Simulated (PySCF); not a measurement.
## SiB3H6N3O2

The system: SiB3H6N3O2, a silylene (divalent Si8, bonded to 2 O); neutral, singlet. The structure, one conformer, was relaxed in the gas phase by PBE0-D3(BJ)/def2-SVP. No frequency run checks that it is a minimum.

SMILES: O[Si]OB1NBNBN1

```xyz
15

N     0.028   -1.272   -0.193
B    -1.363   -1.572   -0.114
N    -2.261   -0.483    0.099
B    -1.816    0.866    0.235
N    -0.415    1.109    0.148
B     0.536    0.061   -0.070
O     1.887    0.324   -0.138
Si    3.161    0.710   -1.152
O     4.383    0.853   -0.035
H     0.686   -2.025   -0.342
H    -1.765   -2.707   -0.222
H    -3.252   -0.676    0.158
H    -2.597    1.772    0.417
H    -0.073    2.057    0.243
H     4.148    0.701    0.891
```
(Å; atoms numbered from 1)

Shieldings: GIAO PBE0/pcSseg-1. Shifts are against computed references at the same level: H TMS (σ 31.27 ppm), Si TMS (σ 352.0 ppm). Core levels by delta-SCF with SCAN, pcX-2 on the ionised atom and pcseg-1 elsewhere, spin-free X2C; from the vacuum level, for chosen atoms.

Give the shieldings and core levels atom by atom.


```csv
atoms,bonded to,σ (ppm),δ (ppm),core level (eV)
N1,2 B + 1 H,137.2,-,1s 404.62
B2,2 N + 1 H,72.0,-,1s 195.78
N3,2 B + 1 H,124.8,-,-
B4,2 N + 1 H,72.0,-,-
N5,2 B + 1 H,137.0,-,1s 404.61
B6,2 N + 1 O,79.9,-,1s 196.88
O7,1 B + 1 Si,83.7,-,1s 537.97
Si8,2 O,291.9,60.1,-
O9,1 Si + 1 H,142.6,-,-
H10,1 N,26.63,4.64,-
H11,1 B,26.53,4.73,-
H12,1 N,25.92,5.35,-
H13,1 B,26.54,4.73,-
H14,1 N,26.65,4.62,-
H15,1 O,26.18,5.08,-
```

Values are those of this one static structure; atoms that internal rotation interchanges would show their mean in an NMR spectrum.

The core-hole state of B2 is spin-contaminated (⟨S²⟩ 0.81 against 0.75 for a pure doublet), so that value and differences from it are less sure.

By CAM-B3LYP/def2-SVPD (TDDFT singlets, Tamm-Dancoff triplets, ionisation by delta-SCF), where does absorption start, and what does vertical ionisation take?

The lowest singlet lies at 5.16 eV (f 0.105), the strongest of the first 6 at 6.92 eV (f 0.121), the lowest triplet at 3.14 eV; vertical ionisation takes 9.45 eV.

The 3 runs behind this took 6.9 min in all, one thread each of Arm Neoverse V1 on a shared host, launched as `OMP_NUM_THREADS=1 python cluster_run.py task.json out`.
